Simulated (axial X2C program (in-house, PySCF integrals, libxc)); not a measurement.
BiO⁻: from the spin-free to the two-component result

Computed with an in-house relativistic program for diatomic molecules. Spin-free means the one-electron spin-free X2C Hamiltonian; two-component (2c) means X2C with spin–orbit coupling and atomic mean-field two-electron Coulomb and Gaunt terms, so the difference of the two also holds small scalar two-electron terms. Basis: Bi dyall-acv3z [13s15p11d7f1g], O dyall-av3z [7s6p3d2f] (cores contracted in-house); Gaussian nuclei, density fitting, unrestricted open shells. Masses: Bi 208.980 u, O 15.995 u.

Spin-free state: M_S = 1, Λ = 0 (beyond evenly filled blocks: π+α, π-α); fragments Bi + O-.

| level | Re (Å) | ωe (cm⁻¹) | De (eV) | μ (D) |
| --- | --- | --- | --- | --- |
| PBE0 | 1.960 | 681.8 | 3.693 | -3.97 |
| r2SCAN | 1.974 | 661.0 | 3.829 | -3.79 |

Dipoles are positive if O is the positive end and refer to the centre of mass.

Two-component determinant lowest at the distance of the search:

Ω = 0 (closed shell); fragments Bi + O-.

```
 level  Re (Å)  ωe (cm⁻¹)  De (eV)  μ (D)
  PBE0   1.982      643.9    3.219  -4.63
r2SCAN   1.998      621.8    3.327  -4.33
```

Problem. From the two tables, how do the constants change at the PBE0 level (2c against spin-free)?

Solution. At the PBE0 level Re goes up by 0.022 Å and ωe falls by 37.9 cm⁻¹; De is not compared, since the atomic limits differ or miss part of their spin–orbit lowering.

The state is one determinant whose occupation by symmetry is held fixed; it was picked as the lowest of a PBE0 search that is not exhaustive. Closed shells are restricted here (equal orbitals for both partners); the stretched side of such a curve lies too high. Dissociation energies refer to the lowest single-determinant-based atoms at the same level and basis. The 2c atoms are single determinants rather than J levels; their spin–orbit lowering is only partly caught, and De is too large by that part. This holds for PBE0, r2SCAN. Other states lie close and PBE0, whose exact exchange favours high spin, may order them wrongly; the determinant shown need not be the ground state. The nearest other spin-free determinant of the search, M_S = 0, Λ = 2, lies 0.60 eV up at the distance of the search. Without a current term, density functionals place determinants with orbital angular momentum somewhat too high. The 2c closed shell (π1/2)² is the Ω = 0⁺ component of the spin-free π² triplet, mixed with the ¹Σ⁺ state; no single spin-free determinant represents it. The highest occupied level of some functionals is positive through self-interaction error; at Hartree–Fock it is bound.
